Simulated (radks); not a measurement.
The germanium ion Ge+, configuration [Ar] 3d10 4s2 4p1. All-electron calculation, scalar-relativistic Kohn-Sham, AM05, spin-polarised, spherical densities, finite nucleus; open shells are filled with parallel spins first; Fermi nuclear charge, rms radius 4.0742 fm. Program: a radial shooting solver on a logarithmic mesh with Libxc functionals.

Local quantities along the radius. ELF = 1/(1 + alpha^2) is the electron localisation function; alpha = (tau - tau_W)/tau_unif compares the Pauli kinetic energy density with that of the uniform gas (summed over spins). tau is taken from the large components.

r (bohr)    ELF    alpha
0.001801  1.000  0.01829
0.002063  1.000  0.01837
0.002364  1.000  0.01855
0.002708  1.000  0.01885
0.003103  1.000  0.01927
0.003583  1.000  0.01988
0.004105  1.000  0.02063
0.004703  1.000  0.02159
0.005388  0.999  0.02280
0.006173  0.999  0.02432
0.007073  0.999  0.02624
0.008103  0.999  0.02867
0.009284  0.999  0.03178
0.01064   0.999  0.03580
0.01219   0.998  0.04106
0.01407   0.998  0.04856
0.01612   0.997  0.05828
0.01847   0.995  0.07181
0.02116   0.992  0.09110
0.02425   0.986   0.1193
0.02778   0.974   0.1618
0.03182   0.951   0.2272
0.03646   0.902   0.3295
0.04177   0.807   0.4890
0.04786   0.654   0.7280
0.05483   0.477    1.047
0.06332   0.340    1.395
0.07255   0.291    1.563
0.08312   0.320    1.457
0.09523   0.424    1.166
0.1091    0.571   0.8659
0.125     0.701   0.6532
0.1432    0.777   0.5359
0.1641    0.799   0.5021
0.188     0.762   0.5587
0.2153    0.639   0.7518
0.2487    0.416    1.184
0.2849    0.258    1.698
0.3264    0.237    1.796
0.374     0.352    1.357
0.4285    0.549   0.9060
0.4909    0.698   0.6573
0.5624    0.764   0.5564
0.6444    0.770   0.5462
0.7382    0.729   0.6096
0.8458    0.633   0.7606
0.969     0.482    1.036
1.119     0.313    1.482
1.282     0.217    1.901
1.469     0.206    1.961
1.683     0.287    1.577
1.928     0.450    1.105
2.209     0.613   0.7953
2.531     0.689   0.6713
2.899     0.671   0.7010
3.322     0.559   0.8880
3.806     0.371    1.302
4.395     0.172    2.193
5.035     0.061    3.935
5.769     0.017    7.719
6.609     0.004    16.81
7.572     0.001    41.66
8.675     0.000    121.3

On this mesh the ELF has minima near r = 0.073, 0.33, 1.5 bohr, which separate the shells, and maxima near 0.16 (0.80), 0.64 (0.77), 2.5 (0.69).

Self-consistent cycle (total energy in hartree, residual of the potential): 1: -2092.238939, 5e+00; 2: -2094.961377, 2e+00; 3: -2095.751214, 5e-01; 4: -2095.752988, 4e-01; 5: -2095.773957, 3e-01; 6: -2095.786834, 3e-02; 7: -2095.786953, 1e-02; 8: -2095.786967, 6e-05; 9: -2095.786967, 2e-05; 10: -2095.786967, 2e-05; 11: -2095.786967, 1e-05; 12: -2095.786967, 9e-07; 13: -2095.786967, 2e-08; 14: -2095.786967, 9e-09; 15: -2095.786967, 9e-10.
